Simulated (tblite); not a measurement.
A geometry optimisation, step by step.

C6H7F2O (doublet state).
Numbering: `[O:1]=[CH:2][C:3]([F:4])[C@H:5]1[CH2:6][C@H:7]([F:8])[CH2:9]1` (hydrogens: H10 on C2; H11 on C5; H12, H13 on C6; H14 on C7; H15, H16 on C9)
Bond orders are those of one Lewis drawing.

Computed with GFN2-xTB (tblite), gas phase: L-BFGS steps from a force-field or distance-geometry start until the largest atomic force falls under 0.01 eV/Å. 5 of its 119 geometries are shown.

Step 0: E = -810.9620 eV, largest atomic force 5.000 eV/Å
```
atom  x, y, z in Å  |  force x, y, z in eV/Å
O1      2.535   -1.016    0.920   -1.662   2.703   0.184
C2      1.908    0.030    0.629    2.737  -4.178   0.237
C3      1.463    0.133   -0.768   -1.032   1.907  -0.209
F4      2.037    1.208   -1.428   -0.411  -0.670   0.276
C5     -0.038    0.096   -0.912    1.487   0.698  -3.591
C6     -0.752   -1.114   -0.442   -0.664  -2.245   0.627
C7     -1.186   -0.313    0.784   -0.984  -0.471   0.586
F8     -2.560   -0.331    0.983    0.559  -0.283   0.603
C9     -0.763    0.935    0.087    0.072   2.608   0.656
H10     1.728    0.795    1.391    0.092   0.244  -0.110
H11    -0.323    0.423   -1.956    0.647  -0.488   0.599
H12    -0.158   -2.014   -0.182   -0.235   0.465  -0.394
H13    -1.613   -1.416   -1.084    0.643   0.235   0.532
H14    -0.596   -0.526    1.709   -0.927  -0.054  -0.369
H15    -0.093    1.621    0.651   -0.859  -0.098  -0.267
H16    -1.598    1.498   -0.395    0.538  -0.373   0.640
```

Step 30: E = -812.5843 eV, largest atomic force 0.174 eV/Å
```
atom  x, y, z in Å  |  force x, y, z in eV/Å
O1      1.832   -1.098    1.179    0.040   0.123  -0.065
C2      2.154   -0.123    0.507    0.026  -0.077   0.018
C3      1.370    0.450   -0.526    0.014  -0.020   0.147
F4      1.871    1.557   -1.105    0.042  -0.139  -0.007
C5     -0.025    0.169   -0.895    0.067   0.049  -0.100
C6     -0.679   -1.122   -0.380    0.005   0.016   0.052
C7     -1.288   -0.324    0.775   -0.040   0.109   0.067
F8     -2.619   -0.537    1.012   -0.051  -0.062  -0.018
C9     -0.984    0.983    0.038    0.044   0.028  -0.050
H10     3.117    0.395    0.675   -0.049  -0.044  -0.043
H11    -0.146    0.371   -1.958   -0.092   0.091  -0.116
H12    -0.024   -1.940   -0.105    0.065  -0.006   0.021
H13    -1.459   -1.471   -1.053    0.043  -0.002  -0.033
H14    -0.764   -0.446    1.724   -0.007  -0.002   0.053
H15    -0.513    1.784    0.604   -0.120  -0.039   0.022
H16    -1.849    1.362   -0.503    0.012  -0.026   0.052
```

Step 59: E = -812.6336 eV, largest atomic force 0.122 eV/Å
```
atom  x, y, z in Å  |  force x, y, z in eV/Å
O1      1.772   -0.899    1.323    0.012   0.089  -0.022
C2      2.172   -0.086    0.496    0.025   0.010   0.119
C3      1.396    0.454   -0.560    0.020  -0.001  -0.001
F4      2.043    1.291   -1.389   -0.040   0.010   0.026
C5     -0.026    0.251   -0.853   -0.022  -0.089  -0.018
C6     -0.639   -1.083   -0.367   -0.033  -0.085  -0.008
C7     -1.355   -0.354    0.773    0.033  -0.041  -0.016
F8     -2.701   -0.604    0.870    0.051   0.001  -0.024
C9     -1.011    0.983    0.121   -0.028   0.020   0.002
H10     3.207    0.304    0.530   -0.058  -0.069  -0.049
H11    -0.204    0.490   -1.904   -0.001   0.042  -0.002
H12     0.058   -1.856   -0.063    0.070   0.014   0.013
H13    -1.344   -1.485   -1.089   -0.056  -0.007  -0.031
H14    -0.923   -0.524    1.761   -0.003   0.010   0.008
H15    -0.589    1.749    0.761    0.073   0.025   0.028
H16    -1.864    1.379   -0.420   -0.042   0.071  -0.024
```

Step 88: E = -812.6632 eV, largest atomic force 0.013 eV/Å
```
atom  x, y, z in Å  |  force x, y, z in eV/Å
O1      1.640   -0.349    1.546   -0.004  -0.001   0.012
C2      2.133    0.104    0.520    0.003   0.005  -0.004
C3      1.399    0.421   -0.650    0.000  -0.007   0.002
F4      2.097    0.913   -1.684    0.001   0.000  -0.004
C5     -0.046    0.271   -0.847   -0.001   0.004   0.002
C6     -0.633   -1.103   -0.407   -0.002   0.000  -0.002
C7     -1.409   -0.430    0.728    0.000   0.004   0.000
F8     -2.769   -0.599    0.642    0.002  -0.002   0.002
C9     -0.929    0.942    0.250   -0.001  -0.001   0.001
H10     3.216    0.299    0.439    0.007   0.002   0.001
H11    -0.305    0.564   -1.865    0.003  -0.001  -0.004
H12     0.105   -1.829   -0.081    0.000  -0.003  -0.001
H13    -1.283   -1.540   -1.160   -0.009   0.003  -0.005
H14    -1.114   -0.714    1.738    0.004   0.004  -0.002
H15    -0.378    1.514    0.990   -0.004  -0.001   0.002
H16    -1.730    1.544   -0.171    0.000  -0.008   0.002
```

Step 118: E = -812.6645 eV, largest atomic force 0.010 eV/Å
```
atom  x, y, z in Å  |  force x, y, z in eV/Å
O1      1.607   -0.298    1.583   -0.005  -0.002   0.007
C2      2.116    0.116    0.548    0.002   0.005  -0.008
C3      1.399    0.410   -0.639   -0.003  -0.009  -0.002
F4      2.119    0.853   -1.679    0.005   0.005  -0.004
C5     -0.045    0.278   -0.855    0.002  -0.005  -0.004
C6     -0.647   -1.097   -0.436   -0.001  -0.001   0.001
C7     -1.376   -0.437    0.737   -0.002  -0.005  -0.001
F8     -2.736   -0.622    0.722    0.000  -0.008   0.006
C9     -0.934    0.941    0.240    0.004  -0.001   0.002
H10     3.202    0.293    0.471    0.000  -0.001   0.001
H11    -0.285    0.581   -1.875    0.000   0.008   0.001
H12     0.081   -1.854   -0.160   -0.001   0.003   0.002
H13    -1.334   -1.490   -1.181    0.001   0.004   0.003
H14    -1.020   -0.718    1.729   -0.006   0.005  -0.001
H15    -0.397    1.543    0.967    0.001   0.002   0.002
H16    -1.757    1.510   -0.185    0.004   0.000  -0.004
```

**Question.** Summarise the path.

**Answer.** The energy falls by 1.7025 eV from step 0 to step 118; nine tenths of that is first reached at step 22. It falls at every step. The largest force goes from 5.000 to 0.010 eV/Å. Among the bonds C5–C6 changes most, from 1.482 to 1.558 Å; the atoms move by 0.634 Å rms after alignment.

The cost below is that of the whole relaxation. The run took 0.59 s wall on one thread of an Arm Neoverse V2, no GPU (shared host).
